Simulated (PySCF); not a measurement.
Compound: C6H14Si3.
Geometry (GFN2-xTB, Å), atoms numbered from 1 in this order:
```
atom  x, y, z in Å
C1     4.507   -1.257    1.450
C2     4.217   -0.356    0.709
Si3    3.730    1.006   -0.446
Si4    1.525    0.699   -1.088
Si5   -0.027    0.612    0.630
C6    -1.795    0.422   -0.044
C7    -2.937    0.197    0.968
C8    -3.428   -0.994    0.135
C9    -2.146   -0.924   -0.707
H10    4.771   -2.041    2.102
H11    4.730    0.977   -1.524
H12    3.944    2.255    0.301
H13    1.179    1.778   -2.032
H14    1.433   -0.511   -1.925
H15   -0.019    1.815    1.477
H16    0.208   -0.524    1.534
H17   -2.036    1.251   -0.713
H18   -2.582   -0.092    1.956
H19   -3.639    1.022    1.081
H20   -4.325   -0.769   -0.439
H21   -3.586   -1.921    0.682
H22   -2.286   -0.901   -1.787
H23   -1.441   -1.720   -0.468
```

NICS is the negative of the GIAO shielding at a point without a nucleus: at the ring centre (0) and 1 Å above and below it (1); zz is the component along the ring normal. Level: GIAO PBE0/pcSseg-1 (PySCF, non-relativistic, gas phase) on the GFN2-xTB geometry, one conformer.

Ring bond lengths (Å), with Mayer bond orders in brackets: C6–C7 1.543 (1.01), C7–C8 1.534 (1.05), C8–C9 1.535 (1.05), C9–C6 1.542 (1.01).

Question: Give the NICS values of each ring in ppm.

Answer: 
```tsv
ring	type	NICS(0)	NICS(1), two faces	NICS(1)zz, two faces	rms pucker (Å)	centre to ring atoms, mean (Å)
C6–C7–C8–C9	4-membered carbocycle; formal bonds all single	1.9	0.9 / 0.4	5.6 / 6.2	0.07	1.09
```

Question: What do they say, and how far can they be read as aromaticity?

Answer: 
- C6–C7–C8–C9: mean NICS(1)zz 5.9 ppm, deshielded. C6, C7, C8, C9 have four or more neighbours; no verdict on aromaticity is drawn.

Question: At the second NICS(1) probe listed for ring C6–C7–C8–C9, 1 Å off the ring, what do the in-plane components average?

Answer: The isotropic value is a third of the trace: (3 × 0.4 − (6.2))/2 = -2.5 ppm.

Question: What are the shieldings of the ring atoms and their hydrogens in the same run (means over atoms taken as equivalent)?

Answer: 
| atoms | environment | σ isotropic (ppm) | principal values of the symmetric part, first atom (ppm) |
| --- | --- | --- | --- |
| C6 | sp3 carbon bound to silicon | 169.2 | 151.9, 171.2, 184.4 |
| C7 (×2) | four-membered-ring carbon | 159.8 | 144.1, 150.1, 182.0 |
| C8 | four-membered-ring carbon | 165.4 | 151.4, 164.2, 180.5 |
| H17 | methine hydrogen | 29.54 | 26.1, 29.6, 32.9 |
| H18 (×2) | methylene hydrogen | 29.63 | 26.1, 29.1, 33.5 |
| H19 (×2) | methylene hydrogen | 29.41 | 25.9, 26.6, 35.6 |
| H20 | methylene hydrogen | 29.38 | 26.1, 26.9, 35.1 |
| H21 | methylene hydrogen | 29.56 | 25.9, 26.5, 36.2 |

The run took 2.2 min wall (with the writing of density and orbital grids) on an Arm Neoverse N1 with one thread, shared host, and the process peaked at 1.1 GiB of memory. This is the whole shielding run at PBE0/pcSseg-1, SCF included.
